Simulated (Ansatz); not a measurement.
Basis-set extrapolation for Cl$_{2}$H$_{3}$O$_{2}$Si$_{2}$ (`O[SiH](Cl)O[SiH]Cl`) radical (PBE0-D4/def2-TZVP geometry, frozen core, Ansatz). Multiplicity 2, UHF reference.

|  | def2-TZVPP | def2-QZVPP |
| --- | --- | --- |
| HF | -1648.694631 | -1648.746695 |
| MP2 correlation | -1.056017 | -1.152612 |
| CCSD(T) correlation | -1.150218 | not run |

Energies in hartree. Use E(X) = E(∞) + A·exp(−7.88·√X) for Hartree–Fock and E(X) = E(∞) + B·X^(−2.97) for correlation, with X = 3 and 4, and add CCSD(T) minus MP2 of the smaller set to the MP2 limit.

**Question.** What is the CCSD(T) energy at the basis-set limit?

**Answer.** HF limit: -1648.746695 + (-0.052064) × 0.13774 = -1648.75387. MP2 limit: -1.152612 + (-0.096595) × 0.74074 = -1.22416. Higher-order term: -1.150218 − (-1.056017) = -0.09420. Total: -1650.07223 hartree, 6.19 eV below CCSD(T)/def2-TZVPP.
